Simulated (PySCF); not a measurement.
**Electronic structure of As⁺ (arsenic, charge +1) at the UHF level**

Configuration: [Ar] 3d10 4s2 4p2, high-spin 3P determinant. All numbers are calculated (PySCF 2.14, scalar relativity through the core potential, in cc-pVTZ-PP with ECP10MDF (5s4p3d1f, 39 functions)).

* Total energy: -330.863829 hartree
* One-electron energy: -578.7983 hartree
* Hartree (Coulomb) energy: 273.3961 hartree
* Exchange energy: -25.4616 hartree
* ⟨S²⟩: 2.0091
* ⟨L²⟩: 2.026
* Sum of ⟨r⟩: 20.07 bohr
* Sum of ⟨r²⟩: 29.87 bohr²
* Traceless quadrupole moment −½Σ⟨3z² − r²⟩ along its main axis: 2.52 e·bohr²
* Time after the integrals: 0.14 s of wall time on 1 thread of Neoverse-V1 (shared host)

```
shell  electrons  mean orbital energy (hartree)  spread (hartree)  rms radius, mean of both spins (bohr)
 3s α          1                       -8.46215                 0                                  0.641
 3s β          1                       -8.44958                 0                                  0.641
 3p α          3                       -6.37552           0.00053                                  0.668
 3p β          3                       -6.36080           0.02182                                  0.668
 3d α          5                       -2.44499           0.01186                                  0.743
 3d β          5                       -2.43580           0.02155                                  0.743
 4s α          1                       -1.11895                 0                                   2.05
 4s β          1                       -0.93048                 0                                   2.05
 4p α          2                       -0.67765                 0                                   2.49
```

Energies and moments cover only the electrons outside the core potential.
